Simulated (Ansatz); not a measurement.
C2H3N, SMILES `[C-]#[N+]C` (charge 0, multiplicity 1).

All values below come from frozen-core CCSDT(Q)/6-31g // PBE0-D3(BJ)/def2-TZVP (Ansatz, a first-principles code).

Ansatz 0.2 input:
```yaml
crystal:
  periodic: [false, false, false]
  atoms:
    - { symbol: C, position_ang: [2.094132, -0.037821, 0.051021] }
    - { symbol: N, position_ang: [0.9306, -0.016811, 0.022676] }
    - { symbol: C, position_ang: [-0.47822, 0.008637, -0.011651] }
    - { symbol: H, position_ang: [-0.820784, 0.921921, -0.499888] }
    - { symbol: H, position_ang: [-0.874493, -0.022559, 1.004128] }
    - { symbol: H, position_ang: [-0.851236, -0.85337, -0.566286] }
basis:
  gaussian: { orbitals: "6-31g" }
correlation:
  method: ccsdt_q
```

Output:

```
Functional definition: HF
788 factors; integrals over basis functions are off by at most 1.7e-7 eV
mean field evaluation 1: about -3586.4232 eV, gradient 1.6e1 eV
mean field evaluation 2: about -3586.4313 eV, gradient 1.6e1 eV
mean field evaluation 4: about -3587.3298 eV, gradient 3.6e0 eV
mean field evaluation 8: about -3587.3585 eV, gradient 5.8e-3 eV
mean field evaluation 16: about -3587.3500 eV, gradient 4.9e-1 eV
mean field -3587.35848228 eV, -131.8329926250 hartree, gradient 1.1e-6 eV, S^2 0.000000; 0 other end points of the search recorded, 0 dependent functions left out
3 core orbitals not correlated
reference -3587.35848228 eV, -131.8329926250 hartree; 8, 8 occupied and 22, 22 virtual orbitals, 788 factors
second order -7.54631156 eV of doubles, -0.00000000 eV of singles
cycle   1  -7.63553904 eV  change   -8.9e-2 eV  update   1.1e-1
cycle   2  -8.08784943 eV  change   -4.5e-1 eV  update   5.1e-2
cycle   3  -8.37158985 eV  change   -2.8e-1 eV  update   2.0e-2
cycle   4  -8.36356793 eV  change    8.0e-3 eV  update   5.1e-3
cycle   5  -8.36416856 eV  change   -6.0e-4 eV  update   2.2e-3
cycle   6  -8.36484814 eV  change   -6.8e-4 eV  update   6.8e-4
cycle   7  -8.36476182 eV  change    8.6e-5 eV  update   3.1e-4
cycle   8  -8.36468397 eV  change    7.8e-5 eV  update   1.0e-4
cycle   9  -8.36466700 eV  change    1.7e-5 eV  update   3.8e-5
cycle  10  -8.36465189 eV  change    1.5e-5 eV  update   1.2e-5
cycle  11  -8.36464736 eV  change    4.5e-6 eV  update   5.2e-6
cycle  12  -8.36465010 eV  change   -2.7e-6 eV  update   1.8e-6
cycle  13  -8.36465180 eV  change   -1.7e-6 eV  update   7.1e-7
cycle  14  -8.36465250 eV  change   -7.0e-7 eV  update   2.9e-7
perturbative correction -0.02100741 eV, -0.0007720079 hartree
Total energy: -3595.74414219 eV, -132.1411599427 hartree
```
